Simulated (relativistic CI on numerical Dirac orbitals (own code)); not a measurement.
Electric-dipole lines of Ag4+

Computed by Dirac-Coulomb-Breit CI, orbitals from a KLI potential per configuration, QED by a radiative potential, valence Slater integrals scaled by 0.85, P86 correlation energy added to each configuration (own radial code, finite nucleus).

Configurations in the expansion (outside the closed core [Ar] 3d10): 4s²4p⁶4d⁷, 4s²4p⁶4d⁶5s, 4s²4p⁶4d⁶4f, 4s²4p⁶4d⁶5p, 4s²4p⁵4d⁸, 4s²4p⁶4d⁶5d, 4s²4p⁶4d⁵5s², 4s²4p⁶4d⁶6s, 4s²4p⁶4d⁶6p, 4s²4p⁶4d⁵5s5p, 4s²4p⁶4d⁶6d, 4s²4p⁶4d⁶5g, 4s²4p⁴4d⁹, 4s4p⁶4d⁸. Levels of other configurations are missing.

```tsv
λ vac (nm)	Lower	Upper	A (s⁻¹)	log gf	S velocity/length
41.612	4s²4p⁶4d⁷ ⁴F9/2 [1]	4s²4p⁶4d⁶5p ⁴D°7/2 [135]	4.07e+09	-0.07	0.76
41.666	4s²4p⁶4d⁷ ⁴F9/2 [1]	4s²4p⁶4d⁶5p ⁴F°9/2 [134]	4.53e+09	0.07	0.76
41.871	4s²4p⁶4d⁷ ⁴F7/2 [2]	4s²4p⁶4d⁶5p ⁴F°7/2 [142]	5.66e+09	0.08	0.76
42.122	4s²4p⁶4d⁷ ²G9/2 [7]	4s²4p⁶4d⁶5p ²F°7/2 [191]	4.00e+09	-0.07	0.73
42.225	4s²4p⁶4d⁷ ⁴F7/2 [2]	4s²4p⁶4d⁶5p ⁴D°5/2 [136]	3.20e+09	-0.29	0.73
42.349	4s²4p⁶4d⁷ ⁴F5/2 [3]	4s²4p⁶4d⁶5p ⁴D°3/2 [141]	6.03e+09	-0.19	0.73
42.861	4s²4p⁶4d⁷ ⁴F9/2 [1]	4s²4p⁶4d⁶5p ⁴G°9/2 [113]	2.71e+09	-0.13	0.75
42.975	4s²4p⁶4d⁷ ⁴F9/2 [1]	4s²4p⁶4d⁶5p ⁴G°11/2 [112]	3.87e+09	0.11	0.76
43.040	4s²4p⁶4d⁷ ²G7/2 [9]	4s²4p⁶4d⁶5p ²G°7/2 [182]	4.46e+09	0.00	0.74
43.056	4s²4p⁶4d⁷ ²G9/2 [7]	4s²4p⁶4d⁶5p ²H°9/2 [172]	4.21e+09	0.07	0.73
43.801	4s²4p⁶4d⁷ ²H9/2 [14]	4s²4p⁶4d⁶5p ²H°9/2 [198]	7.02e+09	0.31	0.74
44.173	4s²4p⁶4d⁷ ²H11/2 [12]	4s²4p⁶4d⁶5p ²H°11/2 [174]	1.01e+10	0.55	0.72
44.917	4s²4p⁶4d⁷ ⁴F9/2 [1]	4s²4p⁶4d⁶5p ⁴D°7/2 [92]	3.30e+09	-0.10	0.71
127.35	4s²4p⁶4d⁶5s ⁶D9/2 [20]	4s²4p⁶4d⁶5p ⁶F°11/2 [90]	1.59e+09	0.67	0.92
129.44	4s²4p⁶4d⁶5s ²I13/2 [53]	4s²4p⁶4d⁶5p ²I°13/2 [195]	1.25e+09	0.64	0.88
129.90	4s²4p⁶4d⁶5s ⁴H11/2 [31]	4s²4p⁶4d⁶5p ⁴I°13/2 [133]	9.81e+08	0.54	0.95
129.96	4s²4p⁶4d⁶5s ⁶D5/2 [22]	4s²4p⁶4d⁶5p ⁶P°7/2 [91]	8.99e+08	0.26	0.91
130.32	4s²4p⁶4d⁶5s ²I11/2 [55]	4s²4p⁶4d⁶5p ²I°11/2 [197]	1.21e+09	0.57	0.88
131.56	4s²4p⁶4d⁶5s ⁶D7/2 [21]	4s²4p⁶4d⁶5p ⁶F°9/2 [89]	1.20e+09	0.49	0.92
133.17	4s²4p⁶4d⁶5s ⁴H13/2 [30]	4s²4p⁶4d⁶5p ⁴I°15/2 [124]	1.44e+09	0.79	0.97
133.53	4s²4p⁶4d⁶5s ⁴G9/2 [40]	4s²4p⁶4d⁶5p ⁴H°11/2 [155]	9.84e+08	0.50	0.94
137.35	4s²4p⁶4d⁶5s ²I13/2 [53]	4s²4p⁶4d⁶5p ²K°15/2 [176]	1.33e+09	0.78	0.99
141.37	4s²4p⁶4d⁶5s ⁴G11/2 [39]	4s²4p⁶4d⁶5p ⁴H°13/2 [128]	6.42e+08	0.43	0.98
142.92	4s²4p⁶4d⁶5s ⁴H13/2 [30]	4s²4p⁶4d⁶5p ⁴I°13/2 [111]	5.22e+08	0.35	0.90
143.50	4s²4p⁶4d⁶5s ⁴D5/2 [26]	4s²4p⁶4d⁶5p ⁴F°7/2 [101]	8.71e+08	0.33	0.94
143.61	4s²4p⁶4d⁶5s ⁶D9/2 [20]	4s²4p⁶4d⁶5p ⁶D°7/2 [81]	6.06e+08	0.18	0.89
143.64	4s²4p⁶4d⁶5s ⁶D9/2 [20]	4s²4p⁶4d⁶5p ⁶D°9/2 [80]	1.08e+09	0.52	0.93
144.10	4s²4p⁶4d⁶5s ⁴D7/2 [25]	4s²4p⁶4d⁶5p ⁴F°9/2 [94]	8.22e+08	0.41	0.94
145.05	4s²4p⁶4d⁶5s ⁴D7/2 [25]	4s²4p⁶4d⁶5p ⁴D°7/2 [92]	7.26e+08	0.26	0.90
148.93	4s²4p⁶4d⁶5s ²I11/2 [55]	4s²4p⁶4d⁶5p ²K°13/2 [153]	7.85e+08	0.56	0.98
```

Terms are leading LS components. Brackets give the number of a level in order of energy, since labels repeat. The list gives strong lines, with weight on those to low levels, among the lowest 200 of 2335 levels, so that lines to higher ones, which can be the strongest, are missing. Levels whose partners in the same complex of configurations lie outside the list can be far off, and so can their lines. Rates are taken at the computed energies, electric ones in the length gauge. A velocity-to-length ratio far from 1 marks an uncertain rate.

At this charge configurations can still be misplaced by up to about 7 % of their energy. 46 of the 69 excited levels that our extract of the measured tables holds in this range could be paired (the sources list more); they are missed by 4645 cm⁻¹ on average and 7781 at most, and levels without a partner can miss by more. Some levels of the ground configuration have no partner and can miss by 10 % or more.

LS names give the leading component of a level, which can be under half, so a name can repeat, a term be missing and a line seem to break the LS rules.
